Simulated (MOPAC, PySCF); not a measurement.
H₃BO₃, SMILES `OB(O)O`, neutral singlet in the gas phase. 

Z-matrix (Å, degrees):
```
B
O 1 1.3727
H 2 0.9702 1 110.97
O 1 1.3796 2 116.08 3 -179.99
H 4 0.9678 1 114.54 2 180.00
O 1 1.3894 2 118.21 3 0.01
H 6 0.9687 1 115.11 2 -179.99
```
Charge 0, multiplicity 1.

All levels are single points at this geometry (PBE-D3(BJ)/def2-TZVP); Pople sets use spherical d functions. Orbital energies aren't observables, and empty levels follow the basis.

BP86/6-31G* in PySCF gives gap (eV) = 7.36.

Task: Estimate the gap (eV) from each of these levels: PBE-D3(BJ)/def2-TZVP in PySCF; B3LYP/3-21G in PySCF; M06-2X/6-31G* in PySCF; HF/6-31G* in PySCF; PM7 in MOPAC.

Result: 
```json
[
 {"level": "PBE-D3(BJ)/def2-TZVP in PySCF", "gap (eV)": "6.61"},
 {"level": "B3LYP/3-21G in PySCF", "gap (eV)": "9.31"},
 {"level": "M06-2X/6-31G* in PySCF", "gap (eV)": "12.70"},
 {"level": "HF/6-31G* in PySCF", "gap (eV)": "18.28"},
 {"level": "PM7 in MOPAC", "gap (eV)": "11.97"}
]
```
